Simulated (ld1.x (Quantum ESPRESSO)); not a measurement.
**Ranking TM potentials for nitrogen (N)**

All share these settings but for the change named:

ld1.x (Quantum ESPRESSO) 7.5 input, shortened:

```
&input
   title='N', zed=7., rel=1, dft='PBE', iswitch=3,
   config='[He] 2s2 2p3'
 /
 &inputp
   pseudotype=2, tm=.true., lloc=1,
   nlcc=.true.
 /
2
2S  1  0   2.00   0.00  1.05  1.05  0.0
2P  2  1   3.00   0.00  1.50  1.50  0.0
 &test
   configts(1)='2s2 2p3'
 /
```

Test errors are all-electron minus pseudo excitation energies from the reference, over 2s2 2p2; 2s2 2p1; 2s2 2p0; 2s1 2p4; 2s1 2p0; 2s1 2p3; 2s0 2p5. None of these files shows a bound ghost.

The base gives 973.2 meV.

Of 10 variants that were run, those that failed, showed a ghost or another fault, or gave nearly equal values are left out.

A variant can come out equal or close to the base, since the largest error may sit in a test that the change hardly touches while other tests move.

Question: Rank these variants by their largest absolute test error, smallest first.
A. all radii but the core radius scaled by about 1.29 (s 1.36, p 1.94 bohr)
B. core correction none
C. all radii but the core radius scaled by about 0.77 (s 0.80, p 1.16 bohr)
D. functional LDA (PZ)
E. all radii but the core radius scaled by about 1.13 (s 1.18, p 1.70 bohr)

Answer: C (457.2 meV), D (872.9 meV), B (1121.8 meV), E (1491.5 meV), A (2330.1 meV).
